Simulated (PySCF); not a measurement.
**Continuum solvent and chemical shifts**

Structure with atom numbers: `[cH:1]1[s:2][cH:3][c:4]2[c:5]1[O:6][CH2:7][CH2:8][O:9]2` (H(Xn): hydrogen on atom n).

GIAO PBE0/pcSseg-1 in PySCF 2.14 on one PBE0-D3(BJ)/def2-SVP conformer, non-relativistic, equivalent nuclei averaged. Solvents enter as an IEF-PCM continuum (cyclohexane with ε = 2.0, methanol with ε = 32.6) around the gas-phase geometry. Shifts are referred to TMS, CS2 computed in the same medium.

Gas phase, δ in ppm: C4/C5 145.8, C1/C3 106.9, C7/C8 64.6, S2 106.1, H(C1)/H(C3) 6.21, H(C7)/H(C8) 3.83. Dipole moment 2.21 D.

Task: How does each δ change in the continuum?

Result: 
| atoms | environment | Δδ, cyclohexane | Δδ, methanol |
| --- | --- | --- | --- |
| C4/C5 | aromatic carbon bearing oxygen | +0.8 | +2.0 |
| C1/C3 | aromatic CH next to the ring sulfur | +0.2 | +0.5 |
| C7/C8 | sp3 CH2 bonded to O | +0.5 | +1.3 |
| S2 | aromatic ring sulfur | -3.7 | -8.5 |
| H(C1)/H(C3) | hydrogen on an aromatic CH next to the ring sulfur | +0.09 | +0.24 |
| H(C7)/H(C8) | hydrogen on an sp3 CH2 bonded to O | +0.09 | +0.23 |

Changes are relative to the gas phase. The dipole moment becomes 2.48 D in cyclohexane, 2.85 D in methanol.

Task: Which nuclei move most (in ppm), and what does the model miss?

Result: S2 (aromatic ring sulfur, -8.5 ppm) in methanol. A continuum only polarises the solute; specific hydrogen bonds, the anisotropy of aromatic solvents and changes of geometry or conformer are outside it.
